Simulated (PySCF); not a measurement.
**Vertical excitation energies**

Compound: C₆H₆OS.
InChI=1S/C6H6OS/c1-5(7)6-2-3-8-4-6/h2-4H,1H3

Method used: PySCF 2.14.0, density-fitted response routines, TDDFT CAM-B3LYP/def2-SVPD, vertical, gas phase, core orbitals frozen in the response. One conformer (not necessarily the lowest) at the PBE0-D3(BJ)/def2-SVP geometry, without solvent, vibrations or thermal averaging. Torsions of this conformer, `[CH3:1][C:2](=[O:3])[c:4]1[cH:5][cH:6][s:7][cH:8]1`: C1–C2–C4–C5 -1°.

```csv
state,E (eV),λ (nm),ν̃ (cm⁻¹),f,symmetry,"main configurations (H = HOMO, L = LUMO)"
S1,4.08,303.6,32940,0.0002,–,"H-1→L (84%), H-1→L+1 (11%)"
S2,5.18,239.4,41770,0.047,A′,H→L (92%)
S3,5.47,226.7,44110,0.152,A′,"H-2→L (82%), H→L+1 (11%)"
S4,6.34,195.5,51160,0.329,A′,"H→L+1 (79%), H-2→L (11%)"
S5,6.51,190.5,52490,0.0039,A″,H→L+2 (76%)
S6,6.62,187.2,53410,0.0001,–,"H-2→L+2 (70%), H-2→L+9 (9%)"
S7,6.68,185.6,53880,0.0001,–,"H-1→L+1 (77%), H-1→L (13%)"
S8,6.80,182.4,54820,0.152,A′,H-2→L+1 (86%)
S9,6.89,180.1,55540,0.0034,A″,"H→L+3 (77%), H→L+5 (10%)"
S10,7.29,170.1,58800,0.0035,A″,"H-2→L+3 (73%), H-2→L+2 (8%)"
```

Triplets (Tamm–Dancoff): T1 3.47 eV, H→L (84%); T2 3.59 eV, H-1→L (80%), H-1→L+1 (13%); T3 4.32 eV, H-2→L (64%), H→L+1 (17%), H-2→L+1 (14%); T4 4.86 eV, H→L+1 (55%), H-2→L (24%), H→L (8%).

The lowest singlet comes at 304 nm (394 kJ/mol) in the ultraviolet; it is dark (f under 0.0005); its leading configuration is HOMO-1→LUMO (84%). The strongest level in the table is S4 at 6.34 eV (195 nm, f = 0.329). Löwdin shares by element: HOMO carbon 81% or more (atoms not listed hold the other 19%); LUMO carbon 41% or more, oxygen 16%, sulfur 15% (atoms not listed hold the other 28%). The oscillator strengths of these states sum to 0.691; summed over the whole spectrum of an exact calculation they would give the number of electrons, 66 (Thomas–Reiche–Kuhn). The listed states span 3.21 eV, and the widest gap between neighbours is 1.10 eV (S1 to S2). Weighted by f, the mean energy of these states is 6.18 eV. All these states lie below the vertical ionisation energy of 9.19 eV (ΔSCF). Symmetry labels in Cs follow from the direction of the transition dipole and are given only for states with f of 0.002 or more. The window holds the lowest 10 singlets.
